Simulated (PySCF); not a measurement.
`CCc1nnccc1Cl`, C$_{6}$H$_{7}$ClN$_{2}$

Geometry:
| atom | x (Å) | y (Å) | z (Å) |
| --- | --- | --- | --- |
| C1 | -2.288 | -0.183 | -0.185 |
| C2 | -1.360 | -0.316 | 1.025 |
| C3 | 0.026 | 0.117 | 0.669 |
| N4 | 0.375 | 1.346 | 1.009 |
| N5 | 1.538 | 1.837 | 0.721 |
| C6 | 2.425 | 1.112 | 0.074 |
| C7 | 2.173 | -0.199 | -0.330 |
| C8 | 0.929 | -0.710 | -0.023 |
| Cl9 | 0.510 | -2.325 | -0.470 |
| H10 | -2.310 | 0.849 | -0.526 |
| H11 | -1.949 | -0.813 | -1.003 |
| H12 | -3.297 | -0.484 | 0.086 |
| H13 | -1.346 | -1.354 | 1.362 |
| H14 | -1.718 | 0.322 | 1.832 |
| H15 | 3.371 | 1.593 | -0.129 |
| H16 | 2.913 | -0.782 | -0.856 |

Theory: GIAO B97-2/pcSseg-1 magnetisability, rotational g tensor and spin-rotation constants, non-relativistic, gas phase (PySCF). Geometry: GFN2-xTB.

How diamagnetic is it, and how anisotropic?

Isotropic -1368 × 10⁻³⁰ J/T², or -82.4 × 10⁻⁶ cm³/mol; principal values -2040, -1100, -964 × 10⁻³⁰ J/T², anisotropy 1015 × 10⁻³⁰ J/T² (root of half the summed squared differences of the principal values). The susceptibility is in cgs units.

Split it along the inertial axes a, b, c into diamagnetic and paramagnetic parts about the centre of mass, with the quadrupole moment.


```tsv
axis	χ (10⁻⁶ cm³/mol)	diamagnetic (10⁻⁶ cm³/mol)	paramagnetic (10⁻⁶ cm³/mol)	summed x² of all electrons (Å²)	quadrupole Θ (D Å)
a	-64.0	-751.3	687.3	198.6	-3.10
b	-63.8	-954.8	891.0	150.6	+2.90
c	-119.3	-1481.8	1362.4	26.4	+0.20
```
Anisotropies 2χaa − χbb − χcc = +55.2 and 2χbb − χaa − χcc = +55.7 × 10⁻⁶ cm³/mol. Θ is traceless in Buckingham's convention.

And the rotational g tensor?


```tsv
axis	rotational constant (GHz)	g	nuclear part	electronic part
a	1.8724	-0.0363	0.5683	-0.6046
b	1.3741	-0.0290	0.5462	-0.5752
c	0.8481	+0.0049	0.5477	-0.5429
```
Asymmetric top; isotopes 12C, 35Cl, 1H, 14N; no vibrational averaging.
